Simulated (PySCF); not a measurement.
## How methods differ on the ionisation energy of Tl⁷²⁺

Tl⁷²⁺ [He] 2s2 2p5 (2P) → Tl⁷³⁺ [He] 2s2 2p4 (3P), as a difference of total energies. All numbers are calculated (PySCF 2.14, the spin-free X2C one-electron Hamiltonian (Gaussian nucleus), in an uncontracted even-tempered set (18 s from 53 bohr⁻², ratio 2.2; 13 p from 68 bohr⁻², ratio 2.2; 5 d from 270 bohr⁻², ratio 2.4; 5 f from 400 bohr⁻², ratio 2.4; 4 g from 600 bohr⁻², ratio 2.4)). Correlated levels: nothing frozen; virtual orbitals above 40 to 60 times the deepest correlated orbital energy dropped. The calculations carry no spin-orbit coupling.

```
                 method  ionisation energy (eV)
                    UHF                 20095.4
                    LDA                 20087.8
                    PBE                 20093.9
                   PBE0                 20094.8
                 r2SCAN                 20100.7
                  B97-3                 20094.0
                 revPBE                 20093.3
    MP2 (all electrons)                 20097.4
SCS-MP2 (all electrons)                 20097.3
```

Spin-orbit coupling is strong in these open shells (close to jj coupling). The scalar numbers leave it out and a first-order estimate fails, so it can dominate the gap to the real levels.

For this ion Breit and QED terms and the two-electron picture change, all absent here, outweigh the differences among the correlated methods.

For comparison: 19440 ± 70 eV (theoretical estimate listed by NIST; NIST Atomic Spectra Database, ionization energies).
